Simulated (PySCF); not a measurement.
CH5AlO2, SMILES C[O][AlH][OH].

Coordinates come from a PBE-D3(BJ)/def2-SVP optimisation. Other conformers were not sampled.

Level of theory: HF/def2-TZVP run with PySCF.

The molecule is in vacuum.

Computed frontier levels, gap, dipole moment and polarisability:
- highest occupied level: -12.04 eV
- lowest empty level: 2.41 eV
- orbital gap: 14.45 eV
- dipole moment: 2.27 D
- quadrupole, principal values (traceless, Buckingham form, about the centre of nuclear charge): -6.87, 1.83, 5.04 D·Å
- mean static polarisability: 39.5 bohr³ (5.85 Å³)
- polarisability, principal values: 34.2, 39.3, 45.0 bohr³
